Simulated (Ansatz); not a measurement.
Job for Ansatz (an electronic-structure program): U-CCSD(T)/def2-TZVPP on AlH2I (SMILES [AlH2][I]), a point of a bond scan (R = 7.953 Å). Elements past Kr take the def2 small-core potentials; no spin–orbit coupling. The run froze 14 orbitals, filled d shells among them.

Ansatz 0.2 input:
```yaml
crystal:
  periodic: [false, false, false]
  atoms:
    - {symbol: Al, position_ang: [-1.02948799, -1.59301317, 0.26750098]}
    - {symbol: H, position_ang: [-0.51932809, -2.62382129, 1.33718988]}
    - {symbol: H, position_ang: [-2.32698290, -1.78051460, -0.59760769]}
    - {symbol: I, position_ang: [3.24477726, 5.02091621, -0.84311921]}
basis:
  gaussian:
    orbitals: def2-TZVPP
correlation: {method: ccsd_t, electrons: outside_noble_gas}
scf: {omitted_lower_state_checks: [cluster_reference]}
magnetization: {spin_polarized: true, initial_magnetization: 0}
```

Output:

```
WARN ansatz: RAYON_NUM_THREADS=1 ignored (pool sized by the plan → 1); use --threads N
Functional definition: HF
these checks for a lower state are left out or cut short: cluster_reference
integrals: 0.28 GiB planned
882 factors; integrals over basis functions are off by at most 1.1e-3 eV
mean field: 0.37 GiB planned
mean field evaluation 1: about -14680.9653 eV, gradient 1.3e1 eV
mean field evaluation 2: about -14680.9637 eV, gradient 1.3e1 eV
mean field evaluation 4: about -14681.8411 eV, gradient 8.1e0 eV
mean field evaluation 8: about -14682.7130 eV, gradient 2.0e0 eV
mean field evaluation 16: about -14685.7446 eV, gradient 3.4e-2 eV
mean field evaluation 32: about -14682.6800 eV, gradient 1.7e0 eV
mean field evaluation 64: about -14685.7423 eV, gradient 1.2e-6 eV
mean field evaluation 96: about -14685.7388 eV, gradient 7.0e-1 eV
mean field evaluation 128: about -14685.7443 eV, gradient 1.1e-2 eV
mean field evaluation 160: about -14685.7214 eV, gradient 1.9e0 eV
mean field evaluation 192: about -14685.7428 eV, gradient 3.2e-2 eV
mean field evaluation 224: about -14682.7973 eV, gradient 1.3e-4 eV
mean field -14685.74458919 eV, -539.6911592976 hartree, gradient 1.9e-10 eV, S^2 1.013442; 17 other end points of the search recorded, 0 dependent functions left out
14 core orbitals not correlated
reference -14685.74458919 eV, -539.6911592976 hartree; 6, 6 occupied and 100, 100 virtual orbitals, 882 factors
second order -4.93485780 eV of doubles, -0.00000000 eV of singles
coupled cluster: 0.65 GiB planned
cycle   1  -5.66472609 eV  change   -7.3e-1 eV  update   6.4e-2
cycle   2  -5.93157878 eV  change   -2.7e-1 eV  update   2.4e-2
cycle   3  -5.94390716 eV  change   -1.2e-2 eV  update   6.9e-3
cycle   4  -5.94406474 eV  change   -1.6e-4 eV  update   2.3e-3
cycle   5  -5.94373542 eV  change    3.3e-4 eV  update   8.3e-4
cycle   6  -5.94386999 eV  change   -1.3e-4 eV  update   2.9e-4
cycle   7  -5.94397090 eV  change   -1.0e-4 eV  update   1.1e-4
cycle   8  -5.94397374 eV  change   -2.8e-6 eV  update   4.2e-5
cycle   9  -5.94396075 eV  change    1.3e-5 eV  update   1.6e-5
cycle  10  -5.94396394 eV  change   -3.2e-6 eV  update   6.2e-6
coupled cluster: 0.65 GiB planned
perturbative correction -0.14906341 eV, -0.0054779794 hartree
Total energy: -14691.83761655 eV, -539.9150739228 hartree
Checks for a lower state left out: cluster_reference
```

The calculation finished and met its thresholds. Its determinant has ⟨S²⟩ = 1.01, a mixture of spin states.

Cost: about 27 core-seconds (a rough figure).
